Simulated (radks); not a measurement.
Initial-state core-level shifts of the bismuth ion Bi3+ when its valence configuration changes from [Hg]. Calculated with a radial shooting solver on a logarithmic mesh with Libxc functionals: scalar-relativistic Kohn-Sham, LDA (Slater exchange, Perdew-Wang correlation), spin-polarised, spherical densities, point nucleus; open shells are filled with parallel spins first (spin-orbit coupling, left out, can overturn this in heavy ions). Shifts are changes of the shell-averaged eigenvalues in eV (positive: less bound).

valence	1s	3s	4p	5p
[Xe] 4f13 5d10 6s2 6p1	-22.103	-25.904	-21.677	-9.672
[Xe] 4f14 5d8 6s2 6p2	-13.724	-13.885	-13.600	-11.738
[Xe] 4f14 5d10 6s1.5 6p0.5	-0.889	-0.883	-0.884	-0.858
[Xe] 4f12 5d8 6s2 6p4	-59.592	-67.507	-58.143	-31.381
[Xe] 4f14 5d9 6s2 6p1	-6.850	-6.929	-6.798	-5.926
[Xe] 4f14 5d9.5 6s2 6p0.5	-3.423	-3.462	-3.400	-2.978
[Xe] 4f14 5d10 6s1 6p1	-1.727	-1.717	-1.721	-1.673
[Xe] 4f14 5d9.5 6s1.5 6p1	-4.276	-4.311	-4.250	-3.798
[Xe] 4f13.5 5d10 6s2 6p0.5	-10.960	-12.841	-10.781	-4.826
